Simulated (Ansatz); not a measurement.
Reaction (cleavage of the Si–Si bond): `N[SiH](F)[SiH2]F` + `B[SeH]` → `B[Se][SiH2]F` + `N[SiH2]F`

Isolated molecules relaxed with PBE0-D4/def2-TZVP in Ansatz; ΔE leaves out vibrations. CCSD(T)/CBS is the MP2 limit (def2-TZVPP, def2-QZVPP) plus CCSD(T) − MP2 in def2-TZVPP, frozen cores. Functionals use def2-TZVPP. For Se outer-core shells are correlated without core-valence functions, which leaves a few kJ/mol of doubt a bond. Scalar relativity is left out up to krypton. Each species was taken in one conformer, which may not be the lowest.

Is it downhill or uphill in electronic energy at CCSD(T)/CBS, and by how much? (An estimate is asked.)

Computed: Downhill: ΔE = -80.8 kJ/mol.

What do these levels give: PBE0-D4, ωB97X-V, ωB97M-V, PBE, r2SCAN, PBE0, HF/def2-TZVPP, MP2/def2-TZVPP, SCS-MP2/def2-TZVPP, HF/def2-QZVPP, MP2/def2-QZVPP, CCSD/CBS(def2)? (An estimate is asked.)

Ansatz gave: PBE0-D4 -70.1, ωB97X-V -72.6, ωB97M-V -79.7, PBE -64.1, r2SCAN -74.4, PBE0 -70.3, HF/def2-TZVPP -84.5, MP2/def2-TZVPP -89.6, SCS-MP2/def2-TZVPP -86.1, HF/def2-QZVPP -85.0, MP2/def2-QZVPP -91.5, CCSD/CBS(def2) -80.8 kJ/mol.

Largest T1 diagnostic among the species: 0.013.

From PBE to PBE0 (25 % exact exchange), in def2-TZVPP and without D4, ΔE moves by −6.1 kJ/mol.
